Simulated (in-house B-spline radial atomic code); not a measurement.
Configurations of Sb⁸⁺, with energies counted from [Kr] (4d3/2)4 (4d5/2)3. Level of theory: Dirac-Hartree-Fock, average of each configuration as written, Fermi nucleus of rms radius 4.6802 fm; calculated with a B-spline radial code for spherical atoms. Energies include first-order Breit, QED and recoil terms.

Occupations are held fixed; configurations that lie above the ionisation limit could autoionise.

```tsv
configuration	E - E(ref) (eV)	highest orbital	its <r> (bohr)
[Kr] (4d3/2)2 (4d5/2)5	3.0476	4d5/2	0.9321
[Kr] (4d3/2)4 (4d5/2)2 (6p3/2)1	105.91	6p3/2	3.158
[Kr] (4d3/2)3 (4d5/2)3 (6g7/2)1	134.13	6g7/2	4.788
[Kr] (4d3/2)2 (4d5/2)4 (8g7/2)1	149.22	8g7/2	9.41
[Ar] 3d10 4s2 (4p1/2)1 (4p3/2)4 (4d3/2)2 (4d5/2)5 6s1	186.84	6s1/2	2.903
[Ar] 3d10 4s2 (4p1/2)1 (4p3/2)4 (4d3/2)2 (4d5/2)5 (8f7/2)1	231.56	8f7/2	8.748
```

(1) Order these further configurations by energy, lowest first.
A. [Kr] (4d3/2)1 (4d5/2)5 (5f5/2)1
B. [Ar] 3d10 4s2 (4p1/2)2 (4p3/2)3 (4d3/2)2 (4d5/2)5 (5f5/2)1
C. [Ar] 3d10 4s2 (4p1/2)1 (4p3/2)4 (4d3/2)4 (4d5/2)3 (8d3/2)1
D. [Ar] 3d10 4s2 (4p1/2)1 (4p3/2)4 (4d3/2)4 (4d5/2)3 (8g9/2)1
E. [Ar] 3d10 4s2 (4p1/2)2 (4p3/2)3 (4d3/2)3 (4d5/2)4 (8p1/2)1

(2) How far above the reference does [Ar] (3d3/2)3 (3d5/2)6 4s2 4p6 (4d3/2)4 (4d5/2)3 (7p3/2)1 lie?

Results:

(1) A (114.3 eV), B (190.74 eV), E (214.89 eV), C (228.85 eV), D (235 eV).

(2) 646.83 eV; its least bound orbital is 7p3/2 with <r> = 4.775 bohr.
